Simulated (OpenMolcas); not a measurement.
Ni2+ (d8) on a cation site of an ionic host was computed by CASSCF with the d shell active (OpenMolcas, ANO-RCC-VTZP on the metal). Its lowest spin-free states, and all those of the highest spin:

| 2S+1 | Degeneracy | E (cm-1) |
| --- | --- | --- |
| 3 | 1 | 0.0 |
| 3 | 3 | 7058 |
| 3 | 3 | 12239 |
| 1 | 2 | 18924 |
| 1 | 3 | 24964 |
| 3 | 3 | 28315 |
| 1 | 1 | 29720 |
| 1 | 3 | 31989 |
| 1 | 2 | 36226 |
| 1 | 3 | 36955 |
| 1 | 1 | 70768 |

Is the site octahedral, tetrahedral or cube-like, axial, or of lower symmetry?

The states with 2S+1 = 3 have orbital degeneracies 1, 3, 3, 3. Threefold states need a cubic site. For d8 at this spin an octahedron puts the single A2 below the threefold T2 and a tetrahedron or cube puts the threefold T1 below the threefold T2, so the site is octahedral. The first gap at this spin, 7060 cm-1, is |10Dq| in ligand-field theory. The run had Ni2+ with its 6 nearest fluoride ions at 1.995 Å, on the Mg site of KMgF3 (a = 3.973 Å, distance in the model lattice 1.986 Å). The rest of the host is ab initio model potentials to 7.6 Å, with orthogonalisation functions on the cations behind the ligands, and point charges beyond; the distance is set by hand and nothing relaxes. Ligand basis ANO-RCC-VDZP.

Without dynamic correlation the repulsion within the d shell is too large (B by tens of per cent), so at a given field states of lower spin stand too high. Ligand-to-metal charge-transfer states are missing. With no ligand orbital active B as a rule stays too high, so bands that hang on it stand too high and its fall with covalency is understated. With metal d orbitals alone and no dynamic correlation 10Dq can be off by a tenth to a fifth, either way, in oxide and fluoride hosts. No measured value stands beside these numbers; the geometry was set by hand and not optimised.
